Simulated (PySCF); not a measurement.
**Spinor energies of Ca (calcium, neutral)**

Start: [Ar] 4s2. Calculated with PySCF 2.14 in an even-tempered Gaussian basis (21 s from 0.0048 bohr⁻², ratio 2.8; 15 p from 0.0062 bohr⁻², ratio 2.8; 5 d from 0.11 bohr⁻², ratio 3): generalised Hartree-Fock with the X2C-1e Hamiltonian and a Gaussian nucleus; one run each with spin-orbit coupling (SO) switched off, then screened by Boettger's factors.

```json
{"spinor shell": "1s1/2", "electrons": "2", "ε, spin-free (eV)": "-4084.8", "ε, screened SO (eV)": "-4084.8", "weight of nominal j (screened SO)": "1.000", "rms radius, screened SO (bohr)": "0.0888"}
{"spinor shell": "2s1/2", "electrons": "2", "ε, spin-free (eV)": "-461.66", "ε, screened SO (eV)": "-461.65", "weight of nominal j (screened SO)": "1.000", "rms radius, screened SO (bohr)": "0.393"}
{"spinor shell": "2p1/2", "electrons": "2", "ε, spin-free (eV)": "-371.14", "ε, screened SO (eV)": "-373.72", "weight of nominal j (screened SO)": "1.000", "rms radius, screened SO (bohr)": "0.361"}
{"spinor shell": "2p3/2", "electrons": "4", "ε, spin-free (eV)": "-371.14", "ε, screened SO (eV)": "-369.87", "weight of nominal j (screened SO)": "1.000", "rms radius, screened SO (bohr)": "0.363"}
{"spinor shell": "3s1/2", "electrons": "2", "ε, spin-free (eV)": "-61.555", "ε, screened SO (eV)": "-61.554", "weight of nominal j (screened SO)": "1.000", "rms radius, screened SO (bohr)": "1.24"}
{"spinor shell": "3p1/2", "electrons": "2", "ε, spin-free (eV)": "-36.447", "ε, screened SO (eV)": "-36.733", "weight of nominal j (screened SO)": "1.000", "rms radius, screened SO (bohr)": "1.38"}
{"spinor shell": "4s1/2", "electrons": "2", "ε, spin-free (eV)": "-5.343", "ε, screened SO (eV)": "-5.343", "weight of nominal j (screened SO)": "1.000", "rms radius, screened SO (bohr)": "4.51"}
```

(1) Where does 3p3/2 lie, and what is the 3p spin-orbit splitting (screened SO)?

```tsv
quantity	spin-free	screened SO
E (hartree)	-679.61277	-679.61634
M_J	0	0
⟨J²⟩	0.000	0.000
⟨L²⟩	0.000	0.000
⟨S²⟩	0.000	0.000
```

Without spin-orbit coupling the j labels of p, d and f shells carry no meaning; the spin-free column gives the mean over the occupied spinors of each nl shell.

Answers

(1) At -36.305 eV, 0.429 eV above 3p1/2.
